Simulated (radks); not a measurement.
The numbers below are computed, except where a source is named.
Problem. Level of theory: scalar-relativistic Kohn-Sham, BLYP, spin-polarised, spherical densities, finite nucleus; open shells are filled with parallel spins first (spin-orbit coupling, left out, can overturn this in heavy ions); Fermi nuclear charge, rms radius of each element as measured or else 0.836 A^(1/3) + 0.57 fm (a radial shooting solver on a logarithmic mesh with Libxc functionals). Each species is in its NIST ground configuration. Rank Al+, Tl+, In+, B+, Ga+ by mean radius of the outermost orbital (bohr), largest first.

Solution. In+ 2.49, Tl+ 2.40, Al+ 2.37, Ga+ 2.22, B+ 1.78.
